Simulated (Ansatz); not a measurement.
Level of theory: r2SCAN-D4/def2-TZVP in Ansatz (a quantum-chemistry and plane-wave program). No frequencies were computed at this level.

Ansatz 0.2 input:
```yaml
crystal:
  periodic: [false, false, false]
  atoms:
    - { symbol: C, position_ang: [2.061334, -0.038771, 0.318857] }
    - { symbol: Ga, position_ang: [0.385057, 1.104632, -0.353855] }
    - { symbol: Si, position_ang: [-1.970481, 0.035855, 0.181297] }
    - { symbol: H, position_ang: [1.868158, -0.414251, 1.332159] }
    - { symbol: H, position_ang: [3.007081, 0.513498, 0.352762] }
    - { symbol: H, position_ang: [2.223367, -0.915798, -0.320205] }
    - { symbol: H, position_ang: [-2.176766, -1.151399, 1.030015] }
    - { symbol: H, position_ang: [-2.611835, -0.278788, -1.113564] }
    - { symbol: H, position_ang: [-2.787498, 1.109548, 0.788492] }
basis:
  gaussian: { orbitals: def2-tzvp }
hamiltonian:
  xc: r2scan
  dispersion: d4
relax:
  max_steps: 150
magnetization:
  spin_polarized: true
  initial_magnetization: 1
```

Output:

```
[...]
these checks for a lower state are left out or cut short: starts, cluster_reference, orbital_swaps, neighbouring_geometries, increment
1064 factors; their error is unknown
mean field -61388.25571199 eV, -2255.9767869615 hartree, gradient 2.1e-5 eV, S^2 0.754996; 0 other end points of the search recorded, 0 dependent functions left out
reference -61388.25572862 eV, -2255.9767875724 hartree; 29, 28 occupied and 123, 124 virtual orbitals, 1064 factors
relax step   6: F+E_penalty+E_count = -61388.29265801 eV  Δ(F+E_penalty+E_count) = -3.250e-4 eV  max|allowed force component| = 1.275e-2 eV/Å  Δτ_max = 0.0367 Å  (35 SCF iters, accepted)
these checks for a lower state are left out or cut short: starts, cluster_reference, orbital_swaps, neighbouring_geometries, increment
1064 factors; their error is unknown
mean field -61388.25486859 eV, -2255.9767559670 hartree, gradient 3.8e-5 eV, S^2 0.755043; 0 other end points of the search recorded, 0 dependent functions left out
reference -61388.25488513 eV, -2255.9767565749 hartree; 29, 28 occupied and 123, 124 virtual orbitals, 1064 factors
relax step   7: F+E_penalty+E_count = -61388.29185938 eV  Δ(F+E_penalty+E_count) = +7.986e-4 eV  max|allowed force component| = 1.480e-1 eV/Å  Δτ_max = 0.1133 Å  (34 SCF iters, rejected (line search))
these checks for a lower state are left out or cut short: starts, cluster_reference, orbital_swaps, neighbouring_geometries, increment
1064 factors; their error is unknown
mean field evaluation 64: about -61388.2815 eV, gradient 1.7e-2 eV
mean field -61388.25355221 eV, -2255.9767075909 hartree, gradient 1.8e-5 eV, S^2 0.755065; 0 other end points of the search recorded, 0 dependent functions left out
reference -61388.25356883 eV, -2255.9767082018 hartree; 29, 28 occupied and 123, 124 virtual orbitals, 1064 factors
relax step   8: F+E_penalty+E_count = -61388.29052855 eV  Δ(F+E_penalty+E_count) = +2.129e-3 eV  max|allowed force component| = 1.038e-1 eV/Å  Δτ_max = 0.0566 Å  (35 SCF iters, rejected (line search))
these checks for a lower state are left out or cut short: starts, cluster_reference, orbital_swaps, neighbouring_geometries, increment
1064 factors; their error is unknown
mean field -61388.25601483 eV, -2255.9767980906 hartree, gradient 1.2e-5 eV, S^2 0.755010; 0 other end points of the search recorded, 0 dependent functions left out
reference -61388.25603143 eV, -2255.9767987007 hartree; 29, 28 occupied and 123, 124 virtual orbitals, 1064 factors
relax step   9: F+E_penalty+E_count = -61388.29298020 eV  Δ(F+E_penalty+E_count) = -3.222e-4 eV  max|allowed force component| = 8.952e-3 eV/Å  Δτ_max = 0.0275 Å  (35 SCF iters, accepted)
these checks for a lower state are left out or cut short: starts, cluster_reference, orbital_swaps, neighbouring_geometries, increment
1064 factors; their error is unknown
mean field -61388.25587157 eV, -2255.9767928258 hartree, gradient 2.3e-5 eV, S^2 0.755012; 0 other end points of the search recorded, 0 dependent functions left out
reference -61388.25588812 eV, -2255.9767934340 hartree; 29, 28 occupied and 123, 124 virtual orbitals, 1064 factors
relax step  10: F+E_penalty+E_count = -61388.29287021 eV  Δ(F+E_penalty+E_count) = +1.100e-4 eV  max|allowed force component| = 8.987e-2 eV/Å  Δτ_max = 0.0700 Å  (34 SCF iters, rejected (line search))
these checks for a lower state are left out or cut short: starts, cluster_reference, orbital_swaps, neighbouring_geometries, increment
1064 factors; their error is unknown
mean field -61388.25620918 eV, -2255.9768052327 hartree, gradient 1.7e-5 eV, S^2 0.755023; 0 other end points of the search recorded, 0 dependent functions left out
reference -61388.25622574 eV, -2255.9768058416 hartree; 29, 28 occupied and 123, 124 virtual orbitals, 1064 factors
relax step  11: F+E_penalty+E_count = -61388.29320313 eV  Δ(F+E_penalty+E_count) = -2.229e-4 eV  max|allowed force component| = 1.126e-2 eV/Å  Δτ_max = 0.0342 Å  (35 SCF iters, accepted)
these checks for a lower state are left out or cut short: starts, cluster_reference, orbital_swaps, neighbouring_geometries, increment
1064 factors; their error is unknown
mean field evaluation 96: about -61388.2560 eV, gradient 2.2e-5 eV
mean field -61388.25602792 eV, -2255.9767985717 hartree, gradient 2.2e-5 eV, S^2 0.754983; 0 other end points of the search recorded, 0 dependent functions left out
reference -61388.25604447 eV, -2255.9767991798 hartree; 29, 28 occupied and 123, 124 virtual orbitals, 1064 factors
relax step  12: F+E_penalty+E_count = -61388.29301788 eV  Δ(F+E_penalty+E_count) = +1.853e-4 eV  max|allowed force component| = 5.552e-2 eV/Å  Δτ_max = 0.0489 Å  (35 SCF iters, rejected (line search))
these checks for a lower state are left out or cut short: starts, cluster_reference, orbital_swaps, neighbouring_geometries, increment
1064 factors; their error is unknown
mean field -61388.25632886 eV, -2255.9768096309 hartree, gradient 2.5e-5 eV, S^2 0.755015; 0 other end points of the search recorded, 0 dependent functions left out
reference -61388.25634541 eV, -2255.9768102393 hartree; 29, 28 occupied and 123, 124 virtual orbitals, 1064 factors
relax step  13: F+E_penalty+E_count = -61388.29333078 eV  Δ(F+E_penalty+E_count) = -1.277e-4 eV  max|allowed force component| = 1.342e-2 eV/Å  Δτ_max = 0.0239 Å  (37 SCF iters, accepted)
these checks for a lower state are left out or cut short: starts, cluster_reference, orbital_swaps, neighbouring_geometries, increment
1064 factors; their error is unknown
mean field -61388.25637309 eV, -2255.9768112564 hartree, gradient 1.9e-5 eV, S^2 0.755013; 0 other end points of the search recorded, 0 dependent functions left out
reference -61388.25638963 eV, -2255.9768118643 hartree; 29, 28 occupied and 123, 124 virtual orbitals, 1064 factors
relax step  14: F+E_penalty+E_count = -61388.29338303 eV  Δ(F+E_penalty+E_count) = -5.224e-5 eV  max|allowed force component| = 2.283e-2 eV/Å  Δτ_max = 0.0243 Å  (37 SCF iters, accepted)
these checks for a lower state are left out or cut short: starts, cluster_reference, orbital_swaps, neighbouring_geometries, increment
1064 factors; their error is unknown
mean field -61388.25640888 eV, -2255.9768125716 hartree, gradient 1.4e-5 eV, S^2 0.755008; 0 other end points of the search recorded, 0 dependent functions left out
reference -61388.25642542 eV, -2255.9768131795 hartree; 29, 28 occupied and 123, 124 virtual orbitals, 1064 factors
relax step  15: F+E_penalty+E_count = -61388.29341602 eV  Δ(F+E_penalty+E_count) = -3.299e-5 eV  max|allowed force component| = 1.851e-2 eV/Å  Δτ_max = 0.0073 Å  (31 SCF iters, accepted)
these checks for a lower state are left out or cut short: starts, cluster_reference, orbital_swaps, neighbouring_geometries, increment
1064 factors; their error is unknown
mean field -61388.25648701 eV, -2255.9768154430 hartree, gradient 1.1e-5 eV, S^2 0.755010; 0 other end points of the search recorded, 0 dependent functions left out
reference -61388.25650355 eV, -2255.9768160509 hartree; 29, 28 occupied and 123, 124 virtual orbitals, 1064 factors
relax step  16: F+E_penalty+E_count = -61388.29349198 eV  Δ(F+E_penalty+E_count) = -7.596e-5 eV  max|allowed force component| = 9.637e-3 eV/Å  Δτ_max = 0.0180 Å  (35 SCF iters, accepted)
these checks for a lower state are left out or cut short: starts, cluster_reference, orbital_swaps, neighbouring_geometries, increment
1064 factors; their error is unknown
mean field evaluation 128: about -61388.2566 eV, gradient 8.3e-5 eV
mean field -61388.25657968 eV, -2255.9768188485 hartree, gradient 2.0e-5 eV, S^2 0.755004; 0 other end points of the search recorded, 0 dependent functions left out
reference -61388.25659623 eV, -2255.9768194565 hartree; 29, 28 occupied and 123, 124 virtual orbitals, 1064 factors
relax step  17: F+E_penalty+E_count = -61388.29356751 eV  Δ(F+E_penalty+E_count) = -7.553e-5 eV  max|allowed force component| = 2.012e-2 eV/Å  Δτ_max = 0.0381 Å  (35 SCF iters, accepted)
these checks for a lower state are left out or cut short: starts, cluster_reference, orbital_swaps, neighbouring_geometries, increment
1064 factors; their error is unknown
mean field -61388.25642627 eV, -2255.9768132106 hartree, gradient 2.5e-5 eV, S^2 0.755037; 0 other end points of the search recorded, 0 dependent functions left out
reference -61388.25644282 eV, -2255.9768138189 hartree; 29, 28 occupied and 123, 124 virtual orbitals, 1064 factors
relax step  18: F+E_penalty+E_count = -61388.29342776 eV  Δ(F+E_penalty+E_count) = +1.397e-4 eV  max|allowed force component| = 5.754e-2 eV/Å  Δτ_max = 0.0450 Å  (34 SCF iters, rejected (line search))
these checks for a lower state are left out or cut short: starts, cluster_reference, orbital_swaps, neighbouring_geometries, increment
1064 factors; their error is unknown
mean field -61388.25663948 eV, -2255.9768210460 hartree, gradient 1.6e-5 eV, S^2 0.755010; 0 other end points of the search recorded, 0 dependent functions left out
reference -61388.25665603 eV, -2255.9768216542 hartree; 29, 28 occupied and 123, 124 virtual orbitals, 1064 factors
relax step  19: F+E_penalty+E_count = -61388.29362624 eV  Δ(F+E_penalty+E_count) = -5.873e-5 eV  max|allowed force component| = 1.134e-2 eV/Å  Δτ_max = 0.0224 Å  (36 SCF iters, accepted)
these checks for a lower state are left out or cut short: starts, cluster_reference, orbital_swaps, neighbouring_geometries, increment
1064 factors; their error is unknown
mean field -61388.25666969 eV, -2255.9768221562 hartree, gradient 1.6e-5 eV, S^2 0.755021; 0 other end points of the search recorded, 0 dependent functions left out
reference -61388.25668624 eV, -2255.9768227646 hartree; 29, 28 occupied and 123, 124 virtual orbitals, 1064 factors
relax step  20: F+E_penalty+E_count = -61388.29365530 eV  Δ(F+E_penalty+E_count) = -2.906e-5 eV  max|allowed force component| = 1.933e-2 eV/Å  Δτ_max = 0.0227 Å  (37 SCF iters, accepted)
these checks for a lower state are left out or cut short: starts, cluster_reference, orbital_swaps, neighbouring_geometries, increment
1064 factors; their error is unknown
mean field -61388.25669262 eV, -2255.9768229988 hartree, gradient 1.1e-5 eV, S^2 0.755014; 0 other end points of the search recorded, 0 dependent functions left out
reference -61388.25670917 eV, -2255.9768236072 hartree; 29, 28 occupied and 123, 124 virtual orbitals, 1064 factors
relax step  21: F+E_penalty+E_count = -61388.29367563 eV  Δ(F+E_penalty+E_count) = -2.033e-5 eV  max|allowed force component| = 1.565e-2 eV/Å  Δτ_max = 0.0121 Å  (37 SCF iters, accepted)
these checks for a lower state are left out or cut short: starts, cluster_reference, orbital_swaps, neighbouring_geometries, increment
1064 factors; their error is unknown
mean field evaluation 160: about -61388.2835 eV, gradient 2.4e-1 eV
mean field -61388.25670963 eV, -2255.9768236240 hartree, gradient 1.0e-5 eV, S^2 0.755015; 0 other end points of the search recorded, 0 dependent functions left out
reference -61388.25672619 eV, -2255.9768242325 hartree; 29, 28 occupied and 123, 124 virtual orbitals, 1064 factors
relax step  22: F+E_penalty+E_count = -61388.29369276 eV  Δ(F+E_penalty+E_count) = -1.713e-5 eV  max|allowed force component| = 1.180e-2 eV/Å  Δτ_max = 0.0032 Å  (30 SCF iters, accepted)
these checks for a lower state are left out or cut short: starts, cluster_reference, orbital_swaps, neighbouring_geometries, increment
1064 factors; their error is unknown
mean field -61388.25674758 eV, -2255.9768250185 hartree, gradient 1.7e-5 eV, S^2 0.755016; 0 other end points of the search recorded, 0 dependent functions left out
reference -61388.25676413 eV, -2255.9768256270 hartree; 29, 28 occupied and 123, 124 virtual orbitals, 1064 factors
relax step  23: F+E_penalty+E_count = -61388.29372937 eV  Δ(F+E_penalty+E_count) = -3.661e-5 eV  max|allowed force component| = 6.420e-3 eV/Å  Δτ_max = 0.0147 Å  (36 SCF iters, accepted)
these checks for a lower state are left out or cut short: starts, cluster_reference, orbital_swaps, neighbouring_geometries, increment
1064 factors; their error is unknown
mean field -61388.25677828 eV, -2255.9768261469 hartree, gradient 1.1e-5 eV, S^2 0.755014; 0 other end points of the search recorded, 0 dependent functions left out
reference -61388.25679484 eV, -2255.9768267556 hartree; 29, 28 occupied and 123, 124 virtual orbitals, 1064 factors
relax step  24: F+E_penalty+E_count = -61388.29375591 eV  Δ(F+E_penalty+E_count) = -2.654e-5 eV  max|allowed force component| = 7.277e-3 eV/Å  Δτ_max = 0.0208 Å  (38 SCF iters, accepted)
1064 factors; their error is unknown
mean field evaluation 192: about -61388.2568 eV, gradient 4.4e-2 eV
mean field -61388.25677828 eV, -2255.9768261469 hartree, gradient 1.8e-5 eV, S^2 0.755014; 1 other end points of the search recorded, 0 dependent functions left out
reference -61388.25679484 eV, -2255.9768267556 hartree; 29, 28 occupied and 123, 124 virtual orbitals, 1064 factors
Total energy: -61388.29377247 eV, -2255.9781856583 hartree
Atom 0 at     1.985876    -0.031406     0.347416 Å, force    -0.007276     0.000149    -0.003388 eV/Å
Atom 1 at     0.348385     0.943447    -0.223549 Å, force     0.005325    -0.004208     0.003299 eV/Å
Atom 2 at    -1.904841     0.059127     0.135122 Å, force     0.004619     0.002372     0.000862 eV/Å
Atom 3 at     1.939520    -0.193134     1.429091 Å, force     0.000094    -0.000688    -0.002853 eV/Å
Atom 4 at     2.909279     0.493128     0.104786 Å, force    -0.000021     0.001911     0.000441 eV/Å
Atom 5 at     1.995580    -1.014425    -0.134232 Å, force    -0.000226     0.002425     0.003393 eV/Å
Atom 6 at    -2.014331    -1.236527     0.869531 Å, force    -0.000035    -0.003361     0.001051 eV/Å
Atom 7 at    -2.553018    -0.122844    -1.194309 Å, force    -0.002669    -0.000340    -0.002455 eV/Å
Atom 8 at    -2.708033     1.067158     0.882102 Å, force     0.000191     0.001741    -0.000350 eV/Å
Dipole moment:     0.219546    -0.031741     0.028757 e Å
```

Cost: roughly 4 core-minutes.
